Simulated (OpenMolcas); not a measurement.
**O⁴⁺: effect of the active space**

| Item | Value |
| --- | --- |
| Program | OpenMolcas 26.06 |
| Method | CASSCF or its RAS form |
| Basis | ANO-RCC-VQZP |
| Scalar Hamiltonian | DKH2, point nucleus |
| Spin-orbit coupling | RASSI with atomic mean-field integrals over the reference wave functions, term energies averaged over their components |

A. 2 electrons in 4 orbitals (2s 2p); 2S+1 = 3 even, 3 roots; 2S+1 = 1 even, 7 roots; 2S+1 = 3 odd, 3 roots; 2S+1 = 1 odd, 3 roots; cost roughly 14 core-seconds
B. 2 electrons in 8 orbitals (2s 2p 3s 3p); 2S+1 = 3 even, 3 roots; 2S+1 = 1 even, 7 roots; 2S+1 = 3 odd, 3 roots; 2S+1 = 1 odd, 3 roots; cost of the order of 19 core-seconds
C. 2 electrons in 9 orbitals (RAS2 2s 2p; RAS3 3d, at most 2 electrons); 2S+1 = 3 even, 3 roots; 2S+1 = 1 even, 7 roots; 2S+1 = 3 odd, 3 roots; 2S+1 = 1 odd, 3 roots; cost about 21 core-seconds

Energies in cm-1 above 2s2 1S0, the measured ground level; measured values from Moore, Selected Tables of Atomic Spectra, NSRDS-NBS 3, section 9.

| Level | A | B | C | Measured |
| --- | --- | --- | --- | --- |
| 2s2 1S0 | 0.0 | 0.0 | 0.0 | 0.0 |
| 2s 2p 3P* 0 | 82817 | 82755 | 81909 | 81942 |
| 2s 2p 3P* 1 | 82966 | 82904 | 82057 | 82079 |
| 2s 2p 3P* 2 | 83264 | 83202 | 82354 | 82385 |
| 2s 2p 1P* 1 | 170826 | 169913 | 161940 | 158798 |
| 2p2 3P0 | 215919 | 215581 | 214946 | 213462 |
| 2p2 3P1 | 216068 | 215730 | 215094 | 213618 |
| 2p2 3P2 | 216359 | 216022 | 215385 | 213887 |
| 2p2 1D2 | 242594 | 241708 | 234873 | 231721 |
| 2p2 1S0 | 302424 | 297832 | 296200 | 287910 |

Deviations, from unrounded energies. A percentage is the sum of absolute deviations over the sum of measured energies, with the sign that they share, or ± where signs differ.

```tsv
Against measurement	Levels	A	B	C
mean absolute deviation (cm-1)	9	5300	4400	2100
other configurations (%)	9	+3.0	+2.5	±1.2
```

C lies closest to measurement on these levels and A furthest from it. The largest miss of C in the table is 2p2 1S0, by +8300 cm-1. The ranking rests on the paired levels alone, and a cruder setting can come out closer through cancelling errors.

Among A to C the level of the table that moves most is 2s 2p 1P* 1, by 8900 cm-1 (lowest in C, highest in A).

Active for correlation alone: 3p 3s; no level in the range computed is led by a configuration that fills them, so any true level of that kind is missing (holds for B). Active for correlation alone: 3d; no level in the range computed is led by a configuration that fills it, so any true level of that kind is missing (holds for C). Computed and measured levels are paired by configuration, term and J; levels that our copy of the source lacks, or whose pairing is in doubt (as where it misses far off the trend of its configuration), stay unpaired and out of the deviations. Only configurations of the active space appear.

* marks odd parity.
